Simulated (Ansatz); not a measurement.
C₂H₅NSSi, SMILES `C1=N[SiH2]CS1`, relaxed with RKS PBE-D4/def2-SVP in the Gaussian-basis code of Ansatz from a rough embedded geometry. The force threshold is 0.03 eV/Å; the program also tests the step.

Total charge 0; spin multiplicity 1.

Start:

```xyz
10

C    -0.111   -1.530   -0.641
N    -0.300   -0.588   -1.420
Si   -0.296    0.904   -0.553
C     0.406    0.441    1.125
S     0.106   -1.396    1.112
H    -0.124   -2.632   -1.026
H     0.670    1.889   -1.228
H    -1.619    1.468   -0.469
H     1.450    0.598    1.191
H    -0.182    0.845    1.909
```

Task: How much energy does the relaxation release, and in how many steps? (An estimate is asked.)

Result: Ansatz gave: 40.73 kJ/mol, in 7 steps, 1 of them rejected.

Task: Which bonds change most? (Best estimate.)

Result: The calculation gave: Si3–H8 from 1.441 to 1.502 Å; Si3–C4 from 1.876 to 1.931 Å; C1–H6 from 1.167 to 1.113 Å; C4–H9 from 1.058 to 1.108 Å.

Task: Give the relaxed structure. (Best estimate.)

Result: The calculation gave: 
```xyz
10

C    -0.137   -1.589   -0.650
N    -0.458   -0.610   -1.407
Si   -0.267    0.956   -0.602
C     0.375    0.382    1.127
S     0.448   -1.446    1.044
H    -0.191   -2.651   -0.978
H     0.727    1.822   -1.323
H    -1.577    1.686   -0.515
H     1.387    0.773    1.353
H    -0.306    0.678    1.950
```
